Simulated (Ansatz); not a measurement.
A calculation with Ansatz (development build ahead of 0.2.0).

```yaml
crystal:
  periodic: [false, false, false]
  atoms:
    - { symbol: Cr, position_ang: [0.0, 0.0, 0.0] }
    - { symbol: Cl, position_ang: [0.0, 0.0, 1.989] }
basis:
  gaussian: { orbitals: pcseg-2 }
magnetization:
  spin_polarized: true
  initial_magnetization: 5
hamiltonian:
  xc: r2scan
```

The input is written out in the form of the current development build from the run's settings.

Results

```json
{"Converged": "yes", "Total energy": "-1504.68277 hartree", "Spin squared of the determinant": "8.773", "Stability test": "minimum"}
```
